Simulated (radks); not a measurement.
In3+, configuration [Kr] 4d10.

Calculated with a radial shooting solver on a logarithmic mesh with Libxc functionals: scalar-relativistic Kohn-Sham, BLYP, spin-polarised, spherical densities, finite nucleus; Fermi nuclear charge, rms radius 4.6156 fm.

Energy parts (eV):
total: -160007.092
kinetic: 166775.910
electron-nucleus: -385497.480
Hartree: 63050.968
exchange-correlation: -4336.490

Orbitals (lengths in bohr, moments of r in powers of bohr; r(90%) holds 90 % of the orbital's charge):
| orbital | occ. | eigenvalue (eV) | r(90%) |
|---|---|---|---|
| 1s | 2 | -27787.21 | 0.0534 |
| 2s | 2 | -4185.776 | 0.199 |
| 2p | 6 | -3760.508 | 0.183 |
| 3s | 2 | -818.0119 | 0.513 |
| 3p | 6 | -678.7490 | 0.522 |
| 3d | 10 | -462.3778 | 0.512 |
| 4s | 2 | -149.1303 | 1.23 |
| 4p | 6 | -107.5826 | 1.36 |
| 4d | 10 | -47.7579 | 1.80 |

The highest occupied level is 4d at -47.758 eV. For comparison, the ionisation energy in NIST's Atomic Spectra Database is 55.45 eV (measured). In exact Kohn-Sham theory the highest level is minus the ionisation energy, but local and semilocal functionals leave it too shallow, through self-interaction and a potential that decays too fast; potentials with the right tail come closer. The density falls to 0.001 e/bohr^3 at r = 2.99 bohr.
